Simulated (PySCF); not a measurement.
All of these have the formula FH9OSi4. Computed with TDDFT wB97X-D/def2-SVPD, vertical, gas phase, core orbitals frozen in the response (PySCF 2.14.0, density-fitted response routines). Geometries: GFN2-xTB; one conformer of each isolated species. Triplets are in the Tamm–Dancoff approximation. 'Strongest' means the level of largest summed f among the lowest 8 singlets; it needn't be the same kind of state in each.

**Question.** Rank by computed energy of the strongest computed level, lowest first.
A. `F[Si@@H]([SiH3])[SiH2]O[SiH3]`
B. `[Si@@H]([SiH2]F)([SiH3])O[SiH3]`
C. `F[SiH2]O[SiH]([SiH3])[SiH3]`
D. `O[SiH2][Si](F)([SiH3])[SiH3]`
E. `[SiH2](F)[SiH2][SiH2]O[SiH3]`

**Answer.** E (6.30 eV), A (6.51 eV), B (6.64 eV), D (7.11 eV), C (8.00 eV).

```csv
SMILES,strongest (eV),T1 (eV),first f ≥ 0.01 (nm),f (S1),gap (eV),S1 mainly
F[SiH2][SiH2][SiH2]O[SiH3],6.30,5.39,205,0.051,10.42,H→L (59%)
F[Si@@H]([SiH3])[SiH2]O[SiH3],6.51,4.85,228,0.040,10.00,H→L (94%)
F[SiH2][Si@H]([SiH3])O[SiH3],6.64,4.80,227,0.072,9.96,H→L (93%)
O[SiH2][Si](F)([SiH3])[SiH3],7.11,4.77,230,0.061,9.94,H→L (94%)
F[SiH2]O[SiH]([SiH3])[SiH3],8.00,5.27,208,0.053,10.46,H→L (88%)
```

H and L stand for HOMO and LUMO.
